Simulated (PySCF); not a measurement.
H7P3Si, SMILES P[SiH](P)P. Atoms are numbered in the order given.

```xyz
11

Si     0.1686     0.0496    -0.5359
P      0.3312     2.1017     0.4114
P     -1.9736    -0.6908    -0.5250
P      1.3648    -1.4950     0.6169
H      0.5935     0.1772    -1.9648
H      0.1632     1.5873     1.7346
H      1.7599     2.0828     0.4873
H     -2.5128     0.5664    -0.9401
H     -2.1445    -0.4121     0.8667
H      2.6249    -0.9667     0.1976
H      1.3177    -2.4698    -0.4278
```

Geometry: PBE0-D3(BJ)/def2-SVP. Other conformers were not sampled.

Computed with PBE0/pcSseg-1 in PySCF.

GIAO shieldings, no solvent; atoms listed in one row are averaged. δ = σ(ref) − σ: ²⁹Si against TMS (σ = 352.7 ppm); ³¹P against PH3 (σ = 586.6 ppm); ¹H against TMS (σ = 31.56 ppm), references at their B3LYP-D3(BJ)/def2-TZVP geometries, non-relativistic.

```
nucleus  atoms  count  δ (ppm)
-------  -----  -----  -------
²⁹Si       Si1      1    -20.8
³¹P         P2      1     28.3
³¹P         P4      1     13.3
³¹P         P3      1     11.2
¹H          H5      1     5.31
¹H         H11      1     2.57
¹H          H7      1     2.38
¹H          H8      1     2.27
¹H         H10      1     2.19
¹H          H6      1     1.98
¹H          H9      1     1.88
```
